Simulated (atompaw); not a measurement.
u(r) = r·R(r): atom against pseudo-atom (tungsten (W))

Columns: radius, all-electron u(r) and pseudo u(r) of the 5s shell (level -82.67 eV) of tungsten in the configuration [Kr] 4d10 4f14 5s2 5p6 5d4 6s1.5 6p0; PBE, scalar-relativistic, PAW (atompaw) scheme, atompaw 4.2.0.5.

```json
{"r (bohr)": "0.073", "all-electron": "-0.1597", "pseudo": "0.1872"}
{"r (bohr)": "0.146", "all-electron": "0.4256", "pseudo": "0.3699"}
{"r (bohr)": "0.219", "all-electron": "0.0597", "pseudo": "0.5441"}
{"r (bohr)": "0.292", "all-electron": "-0.4589", "pseudo": "0.7057"}
{"r (bohr)": "0.365", "all-electron": "-0.6235", "pseudo": "0.8511"}
{"r (bohr)": "0.438", "all-electron": "-0.4503", "pseudo": "0.9775"}
{"r (bohr)": "0.512", "all-electron": "-0.0998", "pseudo": "1.0836"}
{"r (bohr)": "0.585", "all-electron": "0.2778", "pseudo": "1.1650"}
{"r (bohr)": "0.658", "all-electron": "0.6081", "pseudo": "1.2222"}
{"r (bohr)": "0.731", "all-electron": "0.8591", "pseudo": "1.2553"}
{"r (bohr)": "0.804", "all-electron": "1.0266", "pseudo": "1.2649"}
{"r (bohr)": "0.877", "all-electron": "1.1196", "pseudo": "1.2524"}
{"r (bohr)": "0.950", "all-electron": "1.1522", "pseudo": "1.2199"}
{"r (bohr)": "1.023", "all-electron": "1.1393", "pseudo": "1.1701"}
{"r (bohr)": "1.096", "all-electron": "1.0940", "pseudo": "1.1061"}
{"r (bohr)": "1.169", "all-electron": "1.0277", "pseudo": "1.0315"}
{"r (bohr)": "1.242", "all-electron": "0.9488", "pseudo": "0.9496"}
{"r (bohr)": "1.315", "all-electron": "0.8641", "pseudo": "0.8642"}
{"r (bohr)": "1.388", "all-electron": "0.7783", "pseudo": "0.7783"}
{"r (bohr)": "1.462", "all-electron": "0.6936", "pseudo": "0.6936"}
{"r (bohr)": "1.535", "all-electron": "0.6144", "pseudo": "0.6144"}
{"r (bohr)": "1.608", "all-electron": "0.5408", "pseudo": "0.5408"}
{"r (bohr)": "1.681", "all-electron": "0.4736", "pseudo": "0.4736"}
{"r (bohr)": "1.754", "all-electron": "0.4128", "pseudo": "0.4128"}
{"r (bohr)": "1.827", "all-electron": "0.3585", "pseudo": "0.3585"}
{"r (bohr)": "1.900", "all-electron": "0.3103", "pseudo": "0.3103"}
```

**Question.** How many radial nodes do the two functions have?

**Answer.** The all-electron 5s function has n − l − 1 = 4 (the table is too coarse to show those close to the nucleus); the pseudo-wave has 0, since the states of the same l below it are removed with the core.

**Question.** At about which radius was the pseudo-wave matched?

**Answer.** 1.45 bohr. The columns agree to 0.0005 from 1.31 bohr on; several derivatives are matched, so the curves merge somewhat inside the radius.

**Question.** Is the pseudo-wave norm-conserving?

**Answer.** No, it belongs to a PAW set: the norm inside the radius is not constrained, and the difference is carried by the augmentation charge.
